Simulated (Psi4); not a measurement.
Pair of molecules, SMILES [SiH4] with SMILES C[SiH3] (the first has 5 atoms); geometry from B3LYP-D3(BJ)/def2-TZVP, rigid monomers moved along the line of their centres of mass till Si1···H8 is 5.46 Å.
(charge 0, multiplicity 1):
| atom | x (Å) | y (Å) | z (Å) |
|---|---|---|---|
| Si | 0.0159 | -0.3016 | 0.1916 |
| H | -1.1782 | -0.1975 | 1.0594 |
| H | -0.3660 | -0.0324 | -1.2129 |
| H | 0.5767 | -1.6682 | 0.2968 |
| H | 1.0314 | 0.6802 | 0.6308 |
| C | 0.8237 | -0.4491 | 6.5108 |
| Si | -0.3931 | 0.9577 | 6.7594 |
| H | 0.6415 | -0.9721 | 5.5709 |
| H | 0.7381 | -1.1779 | 7.3190 |
| H | 1.8501 | -0.0782 | 6.4978 |
| H | -0.2241 | 1.9936 | 5.7129 |
| H | -0.1779 | 1.5941 | 8.0823 |
| H | -1.7882 | 0.4583 | 6.7026 |

These are SAPT0/jun-cc-pV(D+d)Z run with Psi4 1.11 values and carry that method's errors.

### Question
Give the four SAPT terms and the total, and say what mostly holds the pair together.

### Answer
electrostatics 0.01, exchange 0.00, induction 0.00, dispersion -0.07, total -0.06 kcal/mol; the largest attraction is dispersion.
